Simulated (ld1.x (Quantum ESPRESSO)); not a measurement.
## u(r) = r·R(r): atom against pseudo-atom (beryllium (Be))

Columns: radius, all-electron u(r) and pseudo u(r) of the 2p shell (level -2.50 eV) of beryllium in the configuration [He] 2s1 2p1; PBEsol, scalar-relativistic, TM scheme, ld1.x (Quantum ESPRESSO) 7.5.

```tsv
r (bohr)	all-electron	pseudo
0.210	0.0471	0.0153
0.420	0.1349	0.0594
0.630	0.2259	0.1273
0.840	0.3073	0.2110
1.050	0.3757	0.3010
1.260	0.4320	0.3876
1.470	0.4761	0.4624
1.680	0.5078	0.5195
1.890	0.5281	0.5566
2.100	0.5386	0.5744
2.310	0.5408	0.5759
2.520	0.5360	0.5653
2.730	0.5258	0.5469
2.940	0.5113	0.5244
3.150	0.4934	0.5003
3.360	0.4731	0.4760
3.570	0.4511	0.4520
3.780	0.4281	0.4283
3.990	0.4046	0.4046
4.200	0.3810	0.3810
4.410	0.3577	0.3577
4.620	0.3349	0.3349
4.830	0.3128	0.3128
5.040	0.2916	0.2916
5.250	0.2715	0.2715
5.460	0.2523	0.2523
```

Task: How many radial nodes do the two functions have?

Result: The all-electron 2p function has n − l − 1 = 0; the pseudo-wave has 0.

Task: At about which radius was the pseudo-wave matched?

Result: 4.20 bohr. The columns agree to 0.0005 from 3.78 bohr on; several derivatives are matched, so the curves merge somewhat inside the radius.

Task: Where does each function peak?

Result: Outermost all-electron maximum near 2.31 bohr, pseudo maximum near 2.31 bohr (to the table’s step).

Task: Is the pseudo-wave norm-conserving?

Result: Yes: the TM scheme keeps the norm inside the radius equal to the all-electron one, which fixes the energy derivative of the logarithmic derivative at the level.
